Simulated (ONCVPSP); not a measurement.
Dy (Z = 66): one change to an ONCV potential, before and after

```json
{
 "Element": "dysprosium (Dy)",
 "Generator": "ONCVPSP 4.0.1",
 "Type": "optimised norm-conserving Vanderbilt (ONCV)",
 "Functional": "Wu-Cohen",
 "Relativity": "scalar-relativistic",
 "Frozen core": "[Kr] 4d10 4f9",
 "Valence charge": "11",
 "Reference configuration": "5s2 5p6 5d1 6s1 6p1",
 "Partial waves": "5s+6s: rc 2.05 bohr, ncon 4, nbas 9, qcut 7.6 1/bohr, 2 projectors; 5p+6p: rc 2.60 bohr, ncon 4, nbas 9, qcut 4.6 1/bohr, 2 projectors; 5d: rc 2.20 bohr, ncon 4, nbas 7, qcut 4.6 1/bohr, 1 projector",
 "Local potential": "polynomial inside 2.00 bohr (lpopt 5, dvloc0 4 Ha)",
 "Core correction": "Teter function, fcfact 4.25, rcfact 1.45"
}
```

All-electron outer shells of the reference configuration (Wu-Cohen, scalar-relativistic, ld1.x):

```csv
shell,level (eV),outermost node (bohr),outermost maximum (bohr)
4d,-161.35,0.26,0.53
5s,-54.21,0.63,1.14
5p,-29.86,0.67,1.30
4f,-10.55,–,0.53
6s,-5.05,1.54,3.23
5d,-3.38,0.76,1.89
6p,-1.92,1.85,4.42
```

Change: local potential polynomial inside 1.55 bohr (lpopt 5, dvloc0 0 Ha).

Cutoffs: the cutoffs (Ha) at which the residual kinetic energy of the hardest occupied pseudo-wave falls to 1 and 0.1 mHa per electron; they do not see the model core or the augmentation charge, which bear on the density cutoff. Errors are all-electron minus pseudo energies relative to the spin-unpolarised reference configuration.

**Question.** What does the change do?

**Answer.** The potential gets neither clearly harder nor softer (17 Ha and 20 Ha → 17 Ha and 20 Ha); the lowest positive-energy flag moves from s at 55.6 eV to s at 162.7 eV; the errors of the 4 common tests hardly move; the range in which the s phases agree widens (upper end 1.5 → at the end of the scan); neither file shows a bound ghost.

| quantity | base | changed |
| --- | --- | --- |
| cutoff, loose | 17 Ha | 17 Ha |
| cutoff, tight | 20 Ha | 20 Ha |
| bound ghosts | none | none |
| GHOST(+) flags under 300 eV | s at 55.6 eV | s at 162.7 eV |
| error for 5s2 5p6 5d1 6s2 6p0, meV [ΔE -3.07 eV] | +1.9 | +1.9 |
| error for 5s2 5p6 5d1 6s1 6p0, meV [ΔE 3.80 eV] | -3.3 | -3.3 |
| error for 5s2 5p6 5d1 6s0 6p0, meV [ΔE 16.11 eV] | +4.2 | +4.5 |
| error for 5s2 5p6 5d1.5 6s1.5 6p0, meV [ΔE -2.05 eV] | -2.2 | -2.1 |
| s: phases at 2.07 bohr within 0.05 rad from the reference energy up to (Ha; the scan ends near 5) | 1.5 | to the end of the scan |
| p: phases at 2.64 bohr within 0.05 rad from the reference energy up to (Ha; the scan ends near 5) | 3.8 | 3.4 |
| d: phases at 2.23 bohr within 0.05 rad from the reference energy up to (Ha; the scan ends near 5) | 2.1 | 1.9 |
| rms error of d²Exc/dni dnj with the model core, mHa | 0.43 | 0.43 |
